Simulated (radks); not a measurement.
The numbers below are computed, except where a source is named.
Species: Cd23+. Configuration: [Ar] 3d7 (the NIST ground configuration).

Level of theory: Dirac Kohn-Sham, BLYP, spin-unpolarised, spherical densities, finite nucleus; open shells fill j = l - 1/2 first; Fermi nuclear charge, rms radius 4.6087 fm (a radial shooting solver on a logarithmic mesh with Libxc functionals).

Energy parts (eV):
total: -144619.423
kinetic: 152001.753
electron-nucleus: -329605.833
Hartree: 36460.100
exchange-correlation: -3475.444

Orbitals (lengths in bohr, moments of r in powers of bohr; <r^-3> diverges for s and p1/2; r(90%) holds 90 % of the orbital's charge):
| orbital | occ. | eigenvalue (eV) | <1/r> | r(90%) | <r^-3> |
|---|---|---|---|---|---|
| 1s1/2 | 2 | -27340.71 | 50.64 | 0.0546 | - |
| 2s1/2 | 2 | -4747.793 | 11.73 | 0.203 | - |
| 2p1/2 | 2 | -4480.949 | 11.70 | 0.181 | - |
| 2p3/2 | 4 | -4287.272 | 10.97 | 0.188 | 3774 |
| 3s1/2 | 2 | -1464.805 | 4.293 | 0.504 | - |
| 3p1/2 | 2 | -1359.900 | 4.215 | 0.498 | - |
| 3p3/2 | 4 | -1321.536 | 4.036 | 0.511 | 762.2 |
| 3d3/2 | 4 | -1142.607 | 3.901 | 0.480 | 121.8 |
| 3d5/2 | 3 | -1134.390 | 3.855 | 0.484 | 114.5 |

The highest occupied level is 3d5/2 at -1134.4 eV. Summed over all electrons, <r^2> = 1.998 bohr^2, which gives a Langevin (diamagnetic) susceptibility term of -1.58 x 10^-6 cm^3/mol. The density falls to 0.001 e/bohr^3 at r = 1.06 bohr. The electron density at the nucleus is 1.593e+05 e/bohr^3. For comparison, the ionisation energy in NIST's Atomic Spectra Database is 1167 eV (theoretical). In exact Kohn-Sham theory the highest level is minus the ionisation energy, but local and semilocal functionals leave it too shallow, through self-interaction and a potential that decays too fast; potentials with the right tail come closer.

Beside tabulated values, note that spin-unpolarised runs miss the spin-polarisation part of the exchange energy of open shells.
